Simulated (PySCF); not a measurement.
H3Si2, doublet, at a GFN2-xTB geometry; PySCF with PBE0/cc-pVDZ.

PySCF was given this input:
```python
from pyscf import gto, scf, dft

mol = gto.M(
    atom='''
Si    1.02285006   -0.59715591    0.02160438
Si   -0.90257877    0.47114667   -0.01698289
H     2.02777054    0.52857146   -0.02104512
H    -1.68847796    1.72855621   -0.06337080
H    -2.02309056   -0.49299837    0.01971513
''',
    basis='cc-pvdz',
    spin=1,
    verbose=4,
)

mf = dft.UKS(mol)
mf.xc = 'pbe0'
mf.kernel()
```

Problem. Predict the main parts of the log of this PySCF run.

Solution. 
```
PySCF version 2.14.0

[INPUT] verbose = 4
[INPUT] num. atoms = 5
[INPUT] num. electrons = 31
[INPUT] charge = 0
[INPUT] spin (= nelec alpha-beta = 2S) = 1
[INPUT] symmetry False subgroup None
[INPUT] Mole.unit = angstrom
[INPUT] Symbol           X                Y                Z      unit          X                Y                Z       unit  Magmom
[INPUT]  1 Si     1.022850060000  -0.597155910000   0.021604380000 AA    1.932906479895  -1.128461123565   0.040826361291 Bohr   0.0
[INPUT]  2 Si    -0.902578770000   0.471146670000  -0.016982890000 AA   -1.705626681147   0.890338170801  -0.032093010904 Bohr   0.0
[INPUT]  3 H      2.027770540000   0.528571460000  -0.021045120000 AA    3.831930964061   0.998855296661  -0.039769513059 Bohr   0.0
[INPUT]  4 H     -1.688477960000   1.728556210000  -0.063370800000 AA   -3.190760911764   3.266497827816  -0.119753456295 Bohr   0.0
[INPUT]  5 H     -2.023090560000  -0.492998370000   0.019715130000 AA   -3.823087083593  -0.931631899157   0.037256196210 Bohr   0.0

nuclear repulsion = 69.5370811611353
number of shells = 19
number of NR pGTOs = 103
number of NR cGTOs = 51
basis = cc-pvdz
ecp = {}

******** <class 'pyscf.dft.uks.UKS'> ********
method = UKS
initial guess = minao
damping factor = 0
level_shift factor = 0
DIIS = <class 'pyscf.scf.diis.CDIIS'>
diis_start_cycle = 1
diis_space = 8
diis_damp = 0
SCF conv_tol = 1e-09
SCF conv_tol_grad = None
SCF max_cycles = 50
direct_scf = True
direct_scf_tol = 1e-13
number electrons alpha = 16  beta = 15
XC library pyscf.dft.libxc version 7.1.2
    S. Lehtola, C. Steigemann, M. J. T. Oliveira, and M. A. L. Marques,  SoftwareX 7, 1–5 (2018)
XC functionals = pbe0
    C. Adamo and V. Barone,  J. Chem. Phys. 110, 6158 (1999)
    M. Ernzerhof and G. E. Scuseria,  J. Chem. Phys. 110, 5029 (1999)
radial grids:
    Treutler-Ahlrichs [JCP 102, 346 (1995); DOI:10.1063/1.469408] (M4) radial grids

becke partition: Becke, JCP 88, 2547 (1988); DOI:10.1063/1.454033
pruning grids: <function nwchem_prune>
grids dens level: 3
symmetrized grids: False
atomic radii adjust function: <function treutler_atomic_radii_adjust>
small_rho_cutoff = 0
Set gradient conv threshold to 3.16228e-05
tot grids = 67784
init E= -580.35021847187

cycle= 1 E= -580.420966831263  delta_E= -0.0707  |g|= 0.0808  |ddm|= 1.21
cycle= 2 E= -580.42362035177  delta_E= -0.00265  |g|= 0.0613  |ddm|= 0.192
cycle= 3 E= -580.426958902383  delta_E= -0.00334  |g|= 0.0186  |ddm|= 0.125
cycle= 4 E= -580.427373881266  delta_E= -0.000415  |g|= 0.00544  |ddm|= 0.0398
cycle= 5 E= -580.427412694933  delta_E= -3.88e-05  |g|= 0.00153  |ddm|= 0.0136
cycle= 6 E= -580.427418499674  delta_E= -5.8e-06  |g|= 0.000634  |ddm|= 0.00537
cycle= 7 E= -580.42741971179  delta_E= -1.21e-06  |g|= 0.000217  |ddm|= 0.00291
cycle= 8 E= -580.427419854469  delta_E= -1.43e-07  |g|= 8.19e-05  |ddm|= 0.0011
cycle= 9 E= -580.427419870774  delta_E= -1.63e-08  |g|= 2.88e-05  |ddm|= 0.000319
cycle= 10 E= -580.427419873663  delta_E= -2.89e-09  |g|= 9.26e-06  |ddm|= 0.000154
cycle= 11 E= -580.427419873998  delta_E= -3.35e-10  |g|= 2.52e-06  |ddm|= 5.86e-05
Extra cycle  E= -580.427419874013  delta_E= -1.5e-11  |g|= 1.35e-06  |ddm|= 7.94e-06
converged SCF energy = -580.427419874013  <S^2> = 0.75558632  2S+1 = 2.0055785
```
